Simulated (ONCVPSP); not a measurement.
What one change does to a pseudopotential (I (Z = 53), ONCV)

ONCVPSP 4.0.1 input, shortened (lines: element, Z, core and valence counts, functional; n l f; lmax; l rc ep ncon nbas qcut; lloc lpopt rc5 dvloc0; l nproj debl; icmod fcfact rcfact), PBEsol, scalar-relativistic:

```
  I 53.00    9    2  -116133      upf
    1    0    2.00
    2    0    2.00
    2    1    6.00
    3    0    2.00
    3    1    6.00
    3    2   10.00
    4    0    2.00
    4    1    6.00
    4    2   10.00
    5    0    2.00
    5    1    5.00
    1
    0    1.50    0.00    4    9    5.10
    1    1.70    0.00    4    7    5.40
    4    2    1.50    0.00
    0    2    3.40
    1    2    3.50
    2    0.65    0.75
```

Change: local potential polynomial inside 1.50 bohr (lpopt 2, dvloc0 8 Ha).

Cutoffs: the cutoffs (Ha) at which the residual kinetic energy of the hardest occupied pseudo-wave falls to 1 and 0.1 mHa per electron; they do not see the model core or the augmentation charge, which bear on the density cutoff. Errors are all-electron minus pseudo energies relative to the spin-unpolarised reference configuration.

What does the change do?

The potential gets neither clearly harder nor softer (16 Ha and 100 Ha → 16 Ha and 100 Ha); both files keep a bound ghost (p, s); the number of tests with a reliable result goes from 4 to 3; of the 3 tests that both files solve, the error grows in 2 and shrinks in 1 by more than 15 % and 0.3 meV (median size 4.6 → 8.0 meV); the range in which the p phases agree narrows (upper end at the end of the scan → -0.1).

| quantity | base | changed |
| --- | --- | --- |
| cutoff, loose | 16 Ha | 16 Ha |
| cutoff, tight | 100 Ha | 100 Ha |
| bound ghosts | s, p | s, p |
| GHOST(+) flags under 300 eV | none | none |
| tests with a reliable result | 4 of 4 | 3 of 4 |
| error for 5s2 5p4, meV [ΔE 11.15 eV] | -4.6 | +8.0 |
| error for 5s2 5p3, meV [ΔE 31.04 eV] | -18 | +57 |
| error for 5s2 5p4.5, meV [ΔE 4.54 eV] | -1.5 | +0.9 |
| s: phases at 1.53 bohr within 0.05 rad from the reference energy up to (Ha; the scan ends near 5) | to the end of the scan | to the end of the scan |
| p: phases at 1.73 bohr within 0.05 rad from the reference energy up to (Ha; the scan ends near 5) | to the end of the scan | -0.1 |
| rms error of d²Exc/dni dnj with the model core, mHa | 0.41 | 0.42 |

Base: The cutoffs count occupied waves only; projector 2 of the p channel, the hardest unoccupied one, needs 56 Ha at the loose tolerance. Changed file: The cutoffs count occupied waves only; projector 2 of the p channel, the hardest unoccupied one, needs 56 Ha at the loose tolerance. A true bound ghost makes a file unfit for plane-wave use even where its test errors are small: the radial tests pick states by their node count and pass the ghost by.
